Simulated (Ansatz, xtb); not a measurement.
Relative energy of two conformers of CH8GeSSi

Structure X: `C[SiH2][S][GeH3]`, a singlet. Structure Y: `C[SiH2][S][GeH3]`, a singlet. Both are isolated molecules in the gas phase, relaxed with B3LYP-D3(BJ)/def2-SVP.

X (Å):

```yaml
atoms:
  - { symbol: C, position_ang: [0.2052, -0.3082, -1.2285] }
  - { symbol: Ge, position_ang: [-1.2796, 3.7680, 1.3895] }
  - { symbol: S, position_ang: [-1.3950, 2.4046, -0.3955] }
  - { symbol: Si, position_ang: [0.1221, 0.9612, 0.1519] }
  - { symbol: H, position_ang: [-0.7660, -0.8116, -1.3529] }
  - { symbol: H, position_ang: [0.9657, -1.0723, -0.9993] }
  - { symbol: H, position_ang: [0.4720, 0.1718, -2.1828] }
  - { symbol: H, position_ang: [-0.2308, 0.3159, 1.4514] }
  - { symbol: H, position_ang: [1.4379, 1.6444, 0.3301] }
  - { symbol: H, position_ang: [-2.3274, 4.8654, 1.1383] }
  - { symbol: H, position_ang: [0.1321, 4.3786, 1.5011] }
  - { symbol: H, position_ang: [-1.6085, 2.9858, 2.6772] }
```

Y (Å):

| atom | x (Å) | y (Å) | z (Å) |
| --- | --- | --- | --- |
| C | 0.9306 | 1.7153 | 0.4024 |
| Ge | 2.7241 | -0.1767 | -2.4752 |
| S | 3.7697 | 1.4904 | -1.3862 |
| Si | 2.0554 | 2.6612 | -0.7708 |
| H | 0.1045 | 2.3597 | 0.7461 |
| H | 0.4911 | 0.8342 | -0.0915 |
| H | 1.4947 | 1.3689 | 1.2823 |
| H | 2.6378 | 3.8566 | -0.0995 |
| H | 1.2810 | 3.0964 | -1.9705 |
| H | 2.0954 | -1.1717 | -1.4780 |
| H | 1.6202 | 0.4090 | -3.3798 |
| H | 3.8063 | -0.8785 | -3.3125 |

Which of the two would you expect CCSD(T)/def2-SVP + ΔMP2/def2-TZVPP electronic energies to favour?

Too close to call at this level: CCSD(T)/def2-SVP + ΔMP2/def2-TZVPP gives E(Y) − E(X) = −0.01 kcal/mol.

The same difference at several levels:

```
                             level               geometry  E(Y) − E(X) (kcal/mol)  departure from the last row (kcal/mol)  job, with rough time for the two
             B3LYP-D3(BJ)/def2-SVP  B3LYP-D3(BJ)/def2-SVP                     −0.11                                   −0.10                optimisation, 91 s
                       HF/def2-SVP  B3LYP-D3(BJ)/def2-SVP                     +0.53                                   +0.54           part of the CCSD(T) run
                      MP2/def2-SVP  B3LYP-D3(BJ)/def2-SVP                     +0.15                                   +0.16           part of the CCSD(T) run
                  CCSD(T)/def2-SVP  B3LYP-D3(BJ)/def2-SVP                     +0.12                                   +0.13                      single point
CCSD(T)/def2-SVP + ΔMP2/def2-TZVPP  B3LYP-D3(BJ)/def2-SVP                     −0.01                                                        single point, 49 s
```

The largest departure from CCSD(T)/def2-SVP + ΔMP2/def2-TZVPP is that of HF/def2-SVP, 0.54 kcal/mol. Levels run at GFN2-xTB geometries aren't shown. The last row adds to CCSD(T) the change of the MP2 difference between the two basis sets, here −0.13 kcal/mol.

With harmonic frequencies from B3LYP-D3(BJ)/def2-SVP (ideal gas, rigid rotor, one conformer each, 298.15 K, 1 atm): on the last row, ΔE + ΔZPE = +0.03 kcal/mol. A mode under 50 cm⁻¹ makes harmonic enthalpies and free energies unreliable, so none is given.

The correlated steps freeze 20 core orbitals; the filled d shell of Ge is correlated, in a basis made for valence electrons. Codes used: Ansatz 0.2.0; the last row on 2 threads of Arm Neoverse V1 on a shared host.
